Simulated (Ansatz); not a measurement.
Geometry optimisation, RKS PBE-D4/def2-SVP in Ansatz.

The input (input.yaml):

```yaml
crystal:
  periodic: [false, false, false]
  atoms:
    - { symbol: Sn, position_ang: [-0.945162, -0.400477, -0.112269] }
    - { symbol: F, position_ang: [0.772587, -1.13316, 0.515447] }
    - { symbol: H, position_ang: [-1.521734, -1.658978, -1.145884] }
    - { symbol: H, position_ang: [-1.872441, -0.217337, 1.329591] }
    - { symbol: H, position_ang: [-0.619722, 1.064397, -0.940894] }
    - { symbol: H, position_ang: [2.149545, 0.532846, 0.320861] }
    - { symbol: Cl, position_ang: [2.036827, 1.812709, 0.033048] }
basis:
  gaussian: { orbitals: def2-SVP }
hamiltonian:
  xc: pbe
  dispersion: d4
relax:
  f_tol: 0.03
  max_steps: 50
```

Command:

```bash
$ ansatz run input.yaml --threads 2 --pin off --max-ram 3072MiB --backend cpu --events-out ev --progress --plain --runs-dir out
```

Task: Where does it end, and by what steps?

Result: The forces met the threshold. The force dipped under the threshold on the way, but the program's further checks kept it going. After 14 steps the energy has fallen by 0.172 eV; Cl7 moved furthest, 0.77 Å.

| step | energy less start (eV) | largest force component (eV/Å) | accepted |
| --- | --- | --- | --- |
| 0 | 0.0000 | 0.442 | yes |
| 1 | -0.0548 | 1.264 | yes |
| 2 | -0.1130 | 0.301 | yes |
| 3 | -0.1308 | 0.169 | yes |
| 4 | -0.1347 | 0.058 | yes |
| 5 | -0.1461 | 0.072 | yes |
| 6 | -0.1479 | 0.022 | yes |
| 7 | -0.1519 | 0.059 | yes |
| 8 | -0.1556 | 0.298 | yes |
| 9 | -0.1615 | 0.114 | yes |
| 10 | -0.1692 | 0.062 | yes |
| 11 | -0.1690 | 0.243 | no |
| 12 | -0.1711 | 0.047 | yes |
| 13 | -0.1697 | 0.091 | no |
| 14 | -0.1718 | 0.011 | yes |

```xyz
7
Properties=species:S:1:pos:R:3
Sn -0.876 -0.338 -0.240
F 1.020 -0.981 -0.093
H -1.652 -1.782 -0.776
H -1.313 0.135 1.351
H -0.841 0.907 -1.422
H 1.774 0.390 0.409
Cl 1.889 1.668 0.771
```

Run time: 14 s on 2 threads of AMD EPYC 7B13 (Zen 3), on a shared host, peak memory 0.16 GiB.
